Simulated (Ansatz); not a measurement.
Relaxation of C$_{2}$H$_{8}$BN (12 atoms, charge 0, multiplicity 1), to a largest force component of 0.015 eV/Å in at most 40 steps.

Method: Ansatz 0.2.0, RKS r2SCAN-D4/6-31G*.

```xyz
12
Properties=species:S:1:pos:R:3
C -0.691 1.072 -0.592
B 0.037 -0.186 -0.113
C 1.046 -0.059 1.072
N -0.108 -1.525 -0.786
H -1.418 0.866 -1.463
H -1.337 1.542 0.236
H 0.018 1.883 -0.935
H 0.593 0.316 1.988
H 1.540 -1.032 1.337
H 1.879 0.661 0.836
H -0.917 -1.427 -1.506
H -0.567 -2.165 -0.042
```

Task: Where does it end, and by what steps?

Result: It converged. After 9 steps the energy has fallen by 0.961 eV; H12 moved furthest, 0.66 Å.

```tsv
step	energy less start (eV)	largest force component (eV/Å)	accepted
0	0.0000	3.389	yes
1	-0.4770	1.936	yes
2	-0.7402	2.030	yes
3	-0.8724	0.913	yes
4	-0.7936	1.162	no
5	-0.9277	0.506	yes
6	-0.9594	0.073	yes
7	-0.9611	0.055	yes
8	-0.9590	0.175	no
9	-0.9615	0.010	yes
```

```xyz
12
Properties=species:S:1:pos:R:3
C -0.723 1.142 -0.636
B -0.038 -0.172 -0.073
C 1.021 -0.100 1.105
N -0.375 -1.420 -0.623
H -1.417 0.967 -1.469
H -1.283 1.657 0.158
H 0.032 1.864 -0.978
H 0.585 0.380 1.993
H 1.416 -1.076 1.417
H 1.877 0.529 0.822
H -1.044 -1.532 -1.374
H 0.026 -2.293 -0.308
```

Whether the end is a true minimum wasn't checked by a vibrational analysis.

Time of the run: 29 s on 1 thread of Intel(R) Xeon(R) Platinum 8488C (Sapphire Rapids), with other jobs on the host, peak memory 0.16 GiB.
